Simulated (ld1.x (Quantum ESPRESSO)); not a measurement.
An all-electron radial function and its pseudo partner (Ho)

Columns: radius, all-electron u(r) and pseudo u(r) of the 5d shell (level -1.04 eV) of holmium in the configuration [Kr] 4d10 4f11 5s2 5p6 5d0 6s2 6p0; PBE, scalar-relativistic, TM scheme, ld1.x (Quantum ESPRESSO) 7.5.

```tsv
r (bohr)	all-electron	pseudo
0.128	0.1299	0.0010
0.255	-0.0210	0.0073
0.382	-0.1787	0.0235
0.510	-0.1882	0.0526
0.638	-0.1013	0.0950
0.765	0.0174	0.1483
0.893	0.1354	0.2096
1.020	0.2373	0.2731
1.148	0.3209	0.3346
1.275	0.3855	0.3892
1.402	0.4341	0.4344
1.530	0.4695	0.4696
1.658	0.4940	0.4946
1.785	0.5097	0.5106
1.912	0.5189	0.5196
2.040	0.5229	0.5234
2.168	0.5232	0.5233
2.295	0.5205	0.5206
2.422	0.5158	0.5158
2.550	0.5094	0.5094
2.678	0.5020	0.5020
2.805	0.4939	0.4939
2.932	0.4853	0.4853
3.060	0.4763	0.4763
3.188	0.4671	0.4671
3.315	0.4577	0.4577
```

Q: How many radial nodes do the two functions have?

A: The all-electron 5d function has n − l − 1 = 2; the pseudo-wave has 0, since the states of the same l below it are removed with the core.

Q: At about which radius was the pseudo-wave matched?

A: 2.55 bohr. The columns agree to 0.0005 from 2.04 bohr on; several derivatives are matched, so the curves merge somewhat inside the radius.

Q: Is the pseudo-wave norm-conserving?

A: Yes: the TM scheme keeps the norm inside the radius equal to the all-electron one, which fixes the energy derivative of the logarithmic derivative at the level.
